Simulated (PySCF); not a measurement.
A calculated (LDA, PySCF 2.14, cc-pVTZ-DK, the spin-free X2C one-electron Hamiltonian (Gaussian nucleus)) atom or ion has these occupied shells.

| shell | electrons | orbital energy (eV) | rms radius, mean of both spins (bohr) |
| --- | --- | --- | --- |
| 1s α | 1 | -8849.8 | 0.0602 |
| 1s β | 1 | -8849.8 | 0.0602 |
| 2s α | 1 | -1085.8 | 0.256 |
| 2s β | 1 | -1085.1 | 0.256 |
| 2p α | 3 | -942.03 | 0.229 |
| 2p β | 3 | -941.53 | 0.229 |
| 3s α | 1 | -140.29 | 0.765 |
| 3s β | 1 | -139.10 | 0.765 |
| 3p α | 3 | -98.082 | 0.811 |
| 3p β | 3 | -96.930 | 0.811 |
| 3d α | 5 | -30.512 | 1.06 |
| 3d β | 4 | -29.408 | 1.06 |

Task: Name the element and its charge.

Result: Cu²⁺ (copper, charge +2), in [Ar] 3d9, 2D determinant.
